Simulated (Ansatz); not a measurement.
AsBCl₃H₃ (`Cl[B-](Cl)(Cl)[AsH3+]`) from Hartree–Fock to CCSD(T)

```xyz
8

Cl    1.3230    1.9230   -0.4552
B    -0.1992    1.1395    0.1458
Cl   -0.4775    1.3030    1.9312
Cl   -1.6641    1.4539   -0.8778
As    0.1680   -0.9600   -0.1227
H     1.3438   -1.5395    0.6126
H     0.4381   -1.4239   -1.5265
H    -0.9321   -1.8961    0.2925
```

Total charge 0; spin multiplicity 1. Correlated methods include outer-core shells of As, which these sets cover unevenly. Scalar relativity is left out up to krypton. Geometry: relaxed with PBE0-D4/def2-TZVP. Frozen core, restricted reference, Ansatz 0.2.0.

```json
{"basis": "def2-SVP", "HF (Eh)": "-3638.49737", "MP2 corr.": "-0.74337", "CCSD corr.": "-0.78968", "(T)": "-0.02067", "CCSD(T) total": "-3639.30772"}
{"basis": "def2-TZVPP", "HF (Eh)": "-3639.27085", "MP2 corr.": "-0.96742", "CCSD corr.": "-1.02212", "(T)": "-0.04425", "CCSD(T) total": "-3640.33722"}
{"basis": "def2-QZVPP", "HF (Eh)": "-3639.35499", "MP2 corr.": "-1.31666", "CCSD corr.": "–", "(T)": "–", "CCSD(T) total": "–"}
```
